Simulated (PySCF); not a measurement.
## Dipole response of Pt (platinum, neutral)

[Xe] 4f14 5d9 6s1, high-spin 3D determinant. All numbers are calculated (PySCF 2.14, scalar relativity through the core potential, in aug-cc-pVDZ-PP with ECP60MDF (5s5p4d2f, 54 functions)). Coupled (time-dependent) response in atomic units; α is the mean over directions. A double-zeta set is small for polarisabilities.

```tsv
method	mean α (bohr³)	α xx, yy, zz	C₆ (like pair)	S(−4)
UHF	52.47	52.51, 52.51, 52.37	457.5	1877
PBE	37.12	37.21, 37.21, 36.96	328.1	651.3
PBE0	38.56	38.27, 38.27, 39.15	338.5	748.6
M06-L	39.15	37.96, 37.96, 41.52	345.8	758.4
HSE06	38.26	38.00, 38.00, 38.79	335.2	734.0
```

S(−4) is the Cauchy moment in α(ω) = α(0) + S(−4) ω² + …

Reference α: 48 ± 4 bohr³ (recommended; Schwerdtfeger and Nagle, table of static dipole polarizabilities (2023 update)). Published C₆: 470.0 (Gould and Bucko (2016)).

Spin-orbit coupling is absent.

α(iu) at PBE:

| u (hartree) | α(iu) (bohr³) |
| --- | --- |
| 0 | 37.12 |
| 0.0500 | 35.59 |
| 0.100 | 31.84 |
| 0.200 | 23.47 |
| 0.300 | 17.57 |
| 0.500 | 11.49 |
| 0.750 | 8.087 |
| 1.00 | 6.186 |
| 1.50 | 3.989 |
| 2.00 | 2.760 |
| 3.00 | 1.518 |
| 5.00 | 0.6419 |

The components differ because the open shell of this determinant is not spherical; for a pure term their mean is the scalar polarisability.

Energies and moments cover only the electrons outside the core potential. Spin-orbit coupling, absent here, splits the open shell strongly.
